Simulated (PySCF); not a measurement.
SMILES C[Si](C)(C)c1cccs1 (GFN2-xTB optimised geometry):

```
21

C     -1.116    -2.774    -0.131
Si    -2.104    -1.152     0.010
C     -3.087    -1.102     1.643
C     -3.287    -0.951    -1.472
C     -0.894     0.295     0.000
C      0.470     0.295     0.000
C      1.044     1.584     0.000
C      0.107     2.566    -0.001
S     -1.487     1.928     0.000
H     -0.522    -2.801    -1.039
H     -0.443    -2.905     0.710
H     -1.785    -3.628    -0.152
H     -3.622    -0.162     1.746
H     -2.432    -1.201     2.504
H     -3.816    -1.905     1.690
H     -2.755    -1.005    -2.417
H     -4.048    -1.726    -1.478
H     -3.794     0.009    -1.436
H      1.049    -0.611     0.000
H      2.104     1.770    -0.001
H      0.250     3.628    -0.002
```

Method: CAM-B3LYP/def2-SVP (PySCF).

Question: What are the frontier orbital energies and the dipole moment?

Answer: HOMO-2 -9.87 eV, HOMO-1 -8.29 eV, HOMO -7.87 eV, LUMO 0.81 eV, LUMO+1 2.34 eV; dipole moment 0.54 D.

Meta-Löwdin charges at CAM-B3LYP/def2-SVP: C1 -0.54, Si2 0.91, C3 -0.54, C4 -0.55, C5 -0.35, C6 -0.12, C7 -0.13, C8 -0.23, S9 0.24, H10 0.11, H11 0.11, H12 0.11, H13 0.11, H14 0.11, H15 0.11, H16 0.11, H17 0.11, H18 0.11, H19 0.11, H20 0.11, H21 0.12.
